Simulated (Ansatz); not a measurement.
Frontier orbitals of C$_{2}$H$_{3}$BO$_{2}$, SMILES `B1OC=CO1`.

```tsv
atom	x (Å)	y (Å)	z (Å)
B1	-0.681	0.698	-0.842
O2	-1.066	0.430	0.450
C3	-0.055	-0.334	0.976
C4	0.890	-0.521	0.057
O5	0.535	0.113	-1.106
H6	-1.307	1.338	-1.616
H7	-0.142	-0.667	1.996
H8	1.824	-1.056	0.085
```

The species carries charge 0 and has multiplicity 1. The geometry is a stationary point of PBE0-D4/def2-TZVP. Basis def2-TZVPP, Ansatz.

```json
{"functional": "LDA (SPW92)", "HOMO (eV)": "-6.24", "LUMO (eV)": "-0.78", "gap (eV)": "5.46"}
{"functional": "PBE", "HOMO (eV)": "-6.00", "LUMO (eV)": "-0.52", "gap (eV)": "5.48"}
{"functional": "PBE0", "HOMO (eV)": "-7.12", "LUMO (eV)": "0.48", "gap (eV)": "7.60"}
{"functional": "LC-ωPBE", "HOMO (eV)": "-9.85", "LUMO (eV)": "2.73", "gap (eV)": "12.58"}
{"functional": "ωB97M-V", "HOMO (eV)": "-9.36", "LUMO (eV)": "2.29", "gap (eV)": "11.65"}
```

From PBE to PBE0 the HOMO moves by −1.11 eV and the LUMO by +1.00 eV, and with ωB97M-V by −3.36 and +2.81 eV, so the gap grows from 5.48 to 11.65 eV with exact exchange. A positive LUMO is unbound and depends on the basis.

LC-ωPBE has ω = 0.4 bohr⁻¹.
